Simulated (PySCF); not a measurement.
Molfile (atoms numbered from 1):
```
C2H7O2PSi
     RDKit          3D

 13 12  0  0  0  0  0  0  0  0999 V2000
    2.5057    0.4983   -0.0982 C   0  0  0  0  0  0  0  0  0  0  0  0
    1.3018   -0.3725    0.0800 C   0  0  0  0  0  0  0  0  0  0  0  0
    1.3179   -1.5489    0.3433 O   0  0  0  0  0  0  0  0  0  0  0  0
    0.1485    0.2931   -0.0803 O   0  0  0  0  0  0  0  0  0  0  0  0
   -1.2965   -0.6207    0.1165 Si  0  0  0  0  0  4  0  0  0  0  0  0
   -2.8895    0.8967   -0.3740 P   0  0  0  0  0  0  0  0  0  0  0  0
    2.4685    0.9855   -1.0832 H   0  0  0  0  0  0  0  0  0  0  0  0
    3.4187   -0.0989    0.0004 H   0  0  0  0  0  0  0  0  0  0  0  0
    2.4930    1.2979    0.6573 H   0  0  0  0  0  0  0  0  0  0  0  0
   -1.3616   -1.1455    1.5073 H   0  0  0  0  0  0  0  0  0  0  0  0
   -1.3585   -1.7160   -0.8884 H   0  0  0  0  0  0  0  0  0  0  0  0
   -2.8486    1.5013    0.9205 H   0  0  0  0  0  0  0  0  0  0  0  0
   -3.9335   -0.0122   -0.0107 H   0  0  0  0  0  0  0  0  0  0  0  0
  1  2  1  0
  2  3  2  0
  2  4  1  0
  4  5  1  0
  5  6  1  0
  1  7  1  0
  1  8  1  0
  1  9  1  0
  5 10  1  0
  5 11  1  0
  6 12  1  0
  6 13  1  0
M  END
```

Geometry: PBE0-D3(BJ)/def2-SVP; GIAO shifts from PySCF 2.14.0 with density-fitted response routines, gas phase, non-relativistic, averaged over equivalent atoms.

At PBE0/6-31G (76 basis functions, 7.2 s wall time on 1 thread of an Arm Neoverse V2, shared host):
```
   atoms  δ (ppm)
      C2    166.7
      C1     22.6
      O3    439.0
      O4    170.2
     Si5     23.8
      P6   -280.7
 H10/H11     5.65
H7/H8/H9     2.25
 H12/H13     1.59
```

Referencing at the same level of theory: ¹³C (199.54 ppm), ²⁹Si (444.75 ppm), ¹H (32.61 ppm) against TMS; ¹⁷O (318.49 ppm) against H2O; H3PO4 for ³¹P (364.31 ppm).

**Question.** Predict the values at LDA/pcSseg-1 on the same geometry.

**Answer.** 
```
   atoms  δ at LDA/pcSseg-1  change
      C2              178.9   +12.2
      C1               21.4    -1.2
      O3              489.4   +50.4
      O4              239.7   +69.5
     Si5               -1.2   -25.0
      P6             -303.5   -22.8
 H10/H11               5.91   +0.26
H7/H8/H9               2.07   -0.18
 H12/H13               1.74   +0.15
```

δ = σ(ref) − σ, references computed at the same level: ¹³C (σref 180.72) and ²⁹Si (σref 318.36) and ¹H (σref 30.83) against TMS; ¹⁷O (σref 342.75) against H2O; ³¹P (σref 275.88) against H3PO4.

The largest change is at O4 (oxygen bonded to C, Si). Cost: 151 basis functions, 13 s wall time on 1 thread of an Arm Neoverse V2, shared host.

Unscaled 17O shifts of doubly bonded oxygen tend to come out too high, by tens of ppm or more. Experimental scales use liquid or dissolved standards, which lie at an offset from isolated H2O (liquid H2O: subtract about 36 ppm) and H3PO4.
